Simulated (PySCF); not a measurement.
Sb(Cl)(SiH3)2 (ClH₆SbSi₂), SMILES [SiH3][Sb]([SiH3])[Cl]. Atoms are numbered in the order given.

```xyz
10

Sb     0.7366    -0.1200     0.0000
Cl    -0.8876    -1.9348     0.0000
Si    -0.6179     1.1071     1.8576
H     -0.4927     0.3219     3.1175
H     -0.0481     2.4721     2.0688
H     -2.0492     1.2143     1.4626
Si    -0.6179     1.1071    -1.8576
H     -0.4927     0.3219    -3.1175
H     -2.0492     1.2143    -1.4626
H     -0.0481     2.4721    -2.0688
```

Geometry optimised at B3LYP-D3(BJ)/def2-SVP. The def2 effective core potentials stand for the cores of Sb; spin–orbit coupling is left out.

Computed with PySCF with PBE0/def2-TZVP.

ESP charges are fitted to the potential on shells at 1.4 to 2.0 van der Waals radii. Atomic charges (e):

| atom | ESP fit | Löwdin | Mulliken |
|---|---|---|---|
| Sb1 | ___ | 0.14 | 0.33 |
| Cl2 | ___ | -0.08 | -0.35 |
| Si3 | ___ | 0.06 | 0.00 |
| H4 | ___ | -0.03 | 0.00 |
| H5 | ___ | -0.03 | -0.01 |
| H6 | ___ | -0.03 | 0.01 |
| Si7 | ___ | 0.06 | 0.00 |
| H8 | ___ | -0.03 | 0.00 |
| H9 | ___ | -0.03 | 0.01 |
| H10 | ___ | -0.03 | -0.01 |

Task: Complete the blanks. (The exact figures need the calculation; the answer reports its results.)

Result: 
- Sb1, ESP fit: 0.13
- Cl2, ESP fit: -0.22
- Si3, ESP fit: 0.13
- H4, ESP fit: -0.02
- H5, ESP fit: -0.03
- H6, ESP fit: -0.03
- Si7, ESP fit: 0.13
- H8, ESP fit: -0.02
- H9, ESP fit: -0.03
- H10, ESP fit: -0.03
